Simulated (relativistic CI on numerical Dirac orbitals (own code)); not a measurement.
## Spin-allowed bands of a d7 ion in a tetrahedral site, by hand

Problem. A d7 ion in a tetrahedral site has a 4A2 ground term and spin-allowed bands at ν1 = 6650 and ν2 = 10353 cm⁻¹ (from a computed ligand-field model). Find Δ and the Racah parameter B, and predict the third band.

Working.
1. The F term splits into A2 (−1.2Δ), T2 (−0.2Δ) and T1 (+0.6Δ), so ν1 = E(T2) − E(A2) = Δ = 6650 cm⁻¹.
2. T1(F) mixes with T1(P), which lies at 15B, through an element 0.4Δ. The two roots, counted from A2, are ν2,3 = ½(15B + 3Δ) ∓ ½√[(15B − Δ)² + 12BΔ].
3. Solving the lower root for B gives B = (2ν1² + ν2² − 3ν1ν2)/(15ν2 − 27ν1) = -10912741/-24255 = 450 cm⁻¹.
4. The sum of the roots is 15B + 3Δ, so ν3 = 15B + 3ν1 − ν2 = 16346 cm⁻¹ (612 nm).

Check. The bands were computed by exact diagonalisation of the d7 shell with B = 450 and Δ = 6650 cm⁻¹, which gives ν3 = 16347 cm⁻¹. C does not enter the terms of highest spin.
